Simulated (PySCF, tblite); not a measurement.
Isomers of [C7H11F3P]+ (charge +1), one GFN2-xTB conformer each. Single-point energies are computed at PBE0/pcSseg-1 (PySCF, gas phase, no added dispersion term), electronic only.

**Question.** Rank them by PBE0/pcSseg-1 energy, lowest first (kcal/mol).
A. `[CH2:1]=[CH:2][P@+:3]1([CH3:4])[CH2:5][CH2:6][C@H:7]1[C:8]([F:9])([F:10])[F:11]` (charge +1) with C1–C2–P3–C4 -4°, C2–P3–C5–C6 -121°, P3–C5–C6–C7 14°, C5–C6–C7–C8 -131°, C2–P3–C7–C6 126°
B. `[CH2:1]=[CH:2][P@@H+:3]1[CH2:4][CH2:5][CH2:6][C@H:7]1[C:8]([F:9])([F:10])[F:11]` (charge +1) with C1–C2–P3–C4 -137°, C2–P3–C4–C5 -104°, P3–C4–C5–C6 -39°, C4–C5–C6–C7 51°, C5–C6–C7–C8 -155°

**Answer.** B (0.0), A (5.5).

As drawn, the higher has a four-membered ring, which the lower lacks. GFN2-xTB itself gives, in the same order: 0.0, 10.4. Both levels put the same isomer lowest.

**Question.** Which frontier levels and rotational constants go with these structures?

**Answer.** 
```json
{"SMILES": "C=C[P@@H+]1CCC[C@H]1C(F)(F)F", "HOMO (eV, PBE0/pcSseg-1)": "-13.10", "LUMO (eV)": "-5.75", "A, B, C (MHz)": "1179, 882.9, 592.8"}
{"SMILES": "C=C[P@+]1(C)CC[C@H]1C(F)(F)F", "HOMO (eV, PBE0/pcSseg-1)": "-13.10", "LUMO (eV)": "-5.90", "A, B, C (MHz)": "1419, 741.9, 641.2"}
```

**Question.** What happens when harmonic zero-point energies from GFN2-xTB frequencies are added?

**Answer.** 
```
                      SMILES  ZPE (kcal/mol)  electronic (kcal/mol)  with ZPE (kcal/mol)
C=C[P@@H+]1CCC[C@H]1C(F)(F)F           103.5                    0.0                  0.0
C=C[P@+]1(C)CC[C@H]1C(F)(F)F           102.9                    5.5                  4.9
```

The zero-point energies span 0.6 kcal/mol. The order is unchanged.
